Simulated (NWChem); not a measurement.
System: CH3ClSSe; SMILES CS[Se]Cl

Input file for NWChem:

```
start job
memory heap 200 mb stack 900 mb global 1100 mb
geometry units angstroms
  Se     0.150332     0.021135     0.744686
  Cl     0.784125     1.722446    -0.450984
  S     -0.275934    -1.465655    -0.738079
  C     -1.985823    -1.059664    -1.251562
  H     -2.650475    -1.112493    -0.395689
  H     -2.262393    -1.804970    -1.988915
  H     -2.003058    -0.069933    -1.696063
end
basis spherical
  * library 6-31g*
end
dft
  xc b3lyp
  iterations 150
end
driver
  maxiter 120
end
task dft optimize
task dft freq
```

This build's default masses of Se (78.918 u) and Br (79.917 u) are each other's, which moves their modes by up to 0.6 %.

The level has its own optimisation; frequencies are unscaled.

Problem. Give the results of this calculation. (B3LYP/6-31G* (spherical d).) Quantities: r Cl–Se (Å); r S–Se (Å); r C–S (Å); highest harmonic frequency (cm⁻¹); lowest (cm⁻¹); zero-point energy (kcal/mol); dipole (D).

Solution. 
```
Property                           Result
---------------------------------  ------
r Cl–Se (Å)                         2.251
r S–Se (Å)                          2.174
r C–S (Å)                           1.839
highest harmonic frequency (cm⁻¹)    3182
lowest (cm⁻¹)                          88
zero-point energy (kcal/mol)         25.4
dipole (D)                           2.93
```
